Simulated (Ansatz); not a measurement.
C₄H₃FeO₄P, SMILES `[O+]#[C][Fe-5]([PH3+])([C]#[O+])([C]#[O+])[C]#[O+]`. Charge 0, multiplicity 1. Correlated methods include outer-core shells of Fe, which these sets cover unevenly. Scalar relativity is left out up to krypton.

Cartesian coordinates in Å:
```
O 2.405 0.113 -1.717
C 1.398 0.187 -1.182
Fe -0.172 0.304 -0.349
P 0.596 -1.052 1.207
C -0.428 1.545 0.903
O -0.593 2.342 1.706
C -1.457 -0.878 -0.703
O -2.282 -1.635 -0.932
C -0.789 1.398 -1.602
O -1.185 2.100 -2.406
H 1.715 -0.658 1.969
H 1.043 -2.337 0.838
H -0.252 -1.429 2.269
```

**Question.** Give the diagnostics of a CCSD(T)/def2-TZVPP run (frozen core, the Gaussian-basis code of Ansatz). (Best estimate.)

**Answer.** The calculation gave: T1 = 0.0391, largest single amplitude 0.120, largest double 0.057, (T) share of the correlation energy 5.9 %, 14 CCSD cycles. The RHF solution is unstable towards an unrestricted one. T1 lies over the customary mark of 0.02 for closed shells; compounds of d metals often pass it without a breakdown.
